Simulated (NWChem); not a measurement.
All runs are NWChem calculations. System: cyclotrisilazane (H9N3Si3), charge 0, spin multiplicity 1, at a geometry optimised with PBE0/def2-SVP. Level: G0W0@PBE0/def2-SVP, RI basis def2-svp-rifit.

Input file:

```
start mol
memory heap 200 mb stack 700 mb global 1700 mb
geometry units angstroms nocenter noautoz
  Si     0.875976    -0.171131     1.580202
  N      1.438016     0.313899     0.000000
  Si     0.875976    -0.171131    -1.580202
  N     -0.853629    -0.207585    -1.436109
  Si    -1.638641     0.405088     0.000000
  N     -0.853629    -0.207585     1.436109
  H      1.426664     0.840024     2.537738
  H      1.346183    -1.517616     2.041426
  H      2.193575     0.993127     0.000000
  H      1.426664     0.840024    -2.537738
  H      1.346183    -1.517616    -2.041426
  H     -1.388356    -0.817166    -2.046376
  H     -3.054613    -0.071296     0.000000
  H     -1.609597     1.897017     0.000000
  H     -1.388356    -0.817166     2.046376
  symmetry group Cs
end
basis spherical
  * library def2-svp
end
basis "ri basis" bse spherical
  * library def2-svp-rifit
end
dft
  xc pbe0
  iterations 100
  direct
  tolerances tight
end
task dft energy
gw
  states alpha occ 4 vir 2
end
task dft gw
```

Part of the output:

```
             Northwest Computational Chemistry Package (NWChem) 7.3.0
             --------------------------------------------------------

                                NWChem Input Module
                                -------------------

 Scaling coordinates for geometry "geometry" by  1.889725989
 (inverse scale =  0.529177249)

 Turning off AUTOSYM since
 SYMMETRY directive was detected!

                             Geometry "geometry" -> ""
                             -------------------------

 Output coordinates in angstroms (scale by  1.889725989 to convert to a.u.)

  No.       Tag          Charge          X              Y              Z
 ---- ---------------- ---------- -------------- -------------- --------------
    1 Si                  14.0000     0.87597600    -0.17113100     1.58020200
    2 N                    7.0000     1.43801600     0.31389900     0.00000000
    3 Si                  14.0000     0.87597600    -0.17113100    -1.58020200
    4 N                    7.0000    -0.85362900    -0.20758500    -1.43610900
    5 Si                  14.0000    -1.63864100     0.40508800     0.00000000
    6 N                    7.0000    -0.85362900    -0.20758500     1.43610900
    7 H                    1.0000     1.42666400     0.84002400     2.53773800
    8 H                    1.0000     1.34618300    -1.51761600     2.04142600
    9 H                    1.0000     2.19357500     0.99312700     0.00000000
   10 H                    1.0000     1.42666400     0.84002400    -2.53773800
   11 H                    1.0000     1.34618300    -1.51761600    -2.04142600
   12 H                    1.0000    -1.38835600    -0.81716600    -2.04637600
   13 H                    1.0000    -3.05461300    -0.07129600     0.00000000
   14 H                    1.0000    -1.60959700     1.89701700     0.00000000
   15 H                    1.0000    -1.38835600    -0.81716600     2.04637600

 Effective nuclear repulsion energy (a.u.)     474.3565663069

            Nuclear Dipole moment (a.u.)
            ----------------------------
        X                 Y               Z
 ---------------- ---------------- ----------------
     0.0000132281    -0.0000018897     0.0000000000

      Symmetry information
      --------------------

 Group name             Cs
 Group number              2
 Group order               2
 No. of unique centers    10

      Symmetry unique atoms

     1    2    4    5    7    8    9   12   13   14


 Summary of "ao basis" -> "" (spherical)
 ------------------------------------------------------------------------------
       Tag                 Description            Shells   Functions and Types
 ---------------- ------------------------------  ------  ---------------------
 *                          def2-svp                  on all atoms

 new library libraries.bse/

 Summary of "ri basis" -> "" (spherical)
 ------------------------------------------------------------------------------
       Tag                 Description            Shells   Functions and Types
 ---------------- ------------------------------  ------  ---------------------
 *                       def2-svp-rifit               on all atoms

                                 NWChem DFT Module
                                 -----------------

 Summary of "ao basis" -> "ao basis" (spherical)
 ------------------------------------------------------------------------------
       Tag                 Description            Shells   Functions and Types
[...]
    55      0.280380   4 N  py               87     -0.280380   6 N  py
    56     -0.249028   4 N  pz               88     -0.249028   6 N  pz
    58     -0.242102   4 N  py               90      0.242102   6 N  py
    59      0.217141   4 N  pz               91      0.217141   6 N  pz
    98     -0.155041   7 H  s               113      0.155041  10 H  s

 Vector   37  Occ=0.000000D+00  E= 3.216166D-02  Symmetry=a'
              MO Center=  9.6D-01, -2.0D-03,  3.1D-14, r^2= 6.9D+00
   Bfn.  Coefficient  Atom+Function         Bfn.  Coefficient  Atom+Function
  ----- ------------  ---------------      ----- ------------  ---------------
    21      1.163304   2 N  s                13      0.650703   1 Si pz
    45     -0.650703   3 Si pz              108     -0.436257   9 H  s
    11     -0.340065   1 Si px               43     -0.340065   3 Si px
   128     -0.325249  13 H  s                67      0.268325   5 Si s
    76     -0.184660   5 Si py               68      0.177534   5 Si s

 Vector   38  Occ=0.000000D+00  E= 4.443412D-02  Symmetry=a"
              MO Center= -3.8D-01, -5.9D-02,  6.5D-13, r^2= 7.9D+00
   Bfn.  Coefficient  Atom+Function         Bfn.  Coefficient  Atom+Function
  ----- ------------  ---------------      ----- ------------  ---------------
    53      0.912560   4 N  s                85     -0.912560   6 N  s
    77      0.668163   5 Si pz               11     -0.615940   1 Si px
    43      0.615940   3 Si px              123     -0.336763  12 H  s
   138      0.336763  15 H  s                74      0.151640   5 Si pz
    52      0.134785   4 N  s                84     -0.134785   6 N  s

 Vector   39  Occ=0.000000D+00  E= 5.055793D-02  Symmetry=a'
              MO Center= -9.5D-01, -2.3D-01, -8.5D-13, r^2= 6.8D+00
   Bfn.  Coefficient  Atom+Function         Bfn.  Coefficient  Atom+Function
  ----- ------------  ---------------      ----- ------------  ---------------
    53      0.875830   4 N  s                85      0.875830   6 N  s
    75     -0.764885   5 Si px              123     -0.649113  12 H  s
   138     -0.649113  15 H  s               128     -0.561971  13 H  s
    11      0.301608   1 Si px               43      0.301608   3 Si px
   108     -0.220592   9 H  s                76      0.208422   5 Si py

 center of mass
 --------------
 x =  -0.00419122 y =   0.00234546 z =   0.00000000

 moments of inertia (a.u.)
 ------------------
         886.172281294161          56.253754693047           0.000000000000
          56.253754693047        1511.370365968678           0.000000000000
           0.000000000000           0.000000000000         774.129851503124

     Multipole analysis of the density
     ---------------------------------

     L   x y z        total         alpha         beta         nuclear
     -   - - -        -----         -----         ----         -------
     0   0 0 0     -0.000000    -36.000000    -36.000000     72.000000

     1   1 0 0     -0.107770     -0.053891     -0.053891      0.000013
     1   0 1 0     -0.289665     -0.144831     -0.144831     -0.000002
     1   0 0 1     -0.000000     -0.000000     -0.000000      0.000000

     2   2 0 0    -42.588020   -221.340770   -221.340770    400.093520
     2   1 1 0      3.530576     15.919524     15.919524    -28.308472
     2   1 0 1      0.000000      0.000000      0.000000     -0.000000
     2   0 2 0    -45.699797    -52.049663    -52.049663     58.399529
     2   0 1 1      0.000000      0.000000      0.000000      0.000000
     2   0 0 2    -43.961742   -251.209594   -251.209594    458.457446

 Task  times  cpu:       22.5s     wall:       22.5s

                                NWChem Input Module
                                -------------------

                                 NWChem GW Module
                                 ----------------

                             ***********************
                             ***        GW       ***
                             ***********************

 Summary of "ri basis" -> "ri basis" (spherical)
 ------------------------------------------------------------------------------
       Tag                 Description            Shells   Functions and Types
 ---------------- ------------------------------  ------  ---------------------
 Si                      def2-svp-rifit             20       62   8s5p5d2f
 N                       def2-svp-rifit             16       48   6s5p4d1f
 H                       def2-svp-rifit              6       14   3s2p1d

                 Memory Information
                 ------------------
          Available GA per process is          1699.8 MBs
          Available stack per process is        700.0 MBs
          Available heap per process is           0.0 MBs

          Peak memory in Initialization
              Peak GA per process is                 20.2 MBs
              Peak stack per process is               0.2 MBs
              Peak heap per process is               20.9 MBs
              Memory not in MA per process            0.0 MBs

          Peak memory in AFF Calculation
              Peak GA per process is                140.6 MBs
              Peak stack per process is             109.0 MBs
              Peak heap per process is                0.0 MBs
              Memory not in MA per process          109.0 MBs

          Computing 2-center integrals
          Computing Inverse Cholesky factor
          Computing 3-center integrals
          Computing V_xc ...

          Computing Sigma_x
          Computing RPA polarizability
          Solving quasiparticle equations

                  Alpha Orbitals
          State     Energy (eV)     Error (eV)
          -----------------------------------
@GW        33        -11.308           0.004
@GW        34         -9.471           0.004
@GW        35         -8.967           0.004
@GW        36         -8.642           0.003
@GW        37          3.177           0.005
@GW        38          3.500           0.005

   Applying  -1.5722 eV scissor-shift to rest of particle states

   Applying   2.3016 eV scissor-shift to rest of hole states

     GW Timing Statistics
   ------------------------
   Init.   :          0.0s
     ERIs  :          1.9s
     Distr.:          0.1s
     Vxc   :          2.1s
   Sigma_x :          0.0s
   RPA     :         15.3s
   Wmn     :          0.1s
   Sigma_c :          0.1s
   GW total:         19.7s

 Task  times  cpu:       19.7s     wall:       19.7s

 Total times  cpu:       42.2s     wall:       42.2s
```
